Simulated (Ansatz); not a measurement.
Results of the Gaussian-basis code of Ansatz.

A structure relaxed at PBE0-D4/def2-TZVP, charge 0, multiplicity 1:

Cartesian coordinates in Å:
```
S -1.754 -0.783 -1.357
C -0.245 -1.632 -0.718
Al 0.386 0.019 0.064
C 0.504 1.363 1.338
C 1.315 1.609 0.266
H -2.351 -0.578 -0.170
H -0.502 -2.519 -0.145
H 0.305 -1.930 -1.612
H 0.375 1.985 2.222
H 1.967 2.467 0.111
```

**Question.** Give its formula and SMILES.

**Answer.** C3H5AlS, `S[CH2][Al]1[CH]=[CH]1`.

**Question.** Summarise the bond lengths by kind.

**Answer.** 1 × C–S 1.846 Å; 1 × H–S 1.345 Å; 3 × Al–C 1.853 to 1.932 Å; 4 × C–H 1.087 to 1.091 Å; 1 × C–C 1.366 Å.
